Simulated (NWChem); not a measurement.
System: BH$_{3}$S; SMILES BS

```xyz
5

B      0.0078    -1.2040     0.0000
H      1.0698    -1.7727     0.0000
H     -1.0441    -1.7896     0.0000
S      0.0836     0.5634     0.0000
H     -1.2407     0.8368     0.0000
```
Atoms are numbered in this order, from 1.

Level: PBE0/def2-SVP (NWChem), optimised geometry, unscaled harmonic frequencies. 

Task: List the harmonic frequencies with IR intensities, and the thermochemistry.

Result: 
```
frequency (cm⁻¹)  IR intensity (km/mol)
----------------  ---------------------
664                                 9.7
669                                 8.2
837                                24.2
934                                13.1
957                                 0.2
1186                               45.0
2603                               74.0
2703                               13.4
2722                               70.9
```

```
Quantity                                                                           Result
-----------------------------------------------------------------------  ----------------
zero-point energy                                                           19.0 kcal/mol
thermal correction to the enthalpy at 298.15 K (with zero-point energy)     21.6 kcal/mol
heat capacity Cv                                                          9.4 cal/(mol K)
entropy at 298.15 K and 1 atm (symmetry number 1)                        58.6 cal/(mol K)
dipole moment                                                                      1.06 D
```

Rigid rotor and harmonic oscillator.
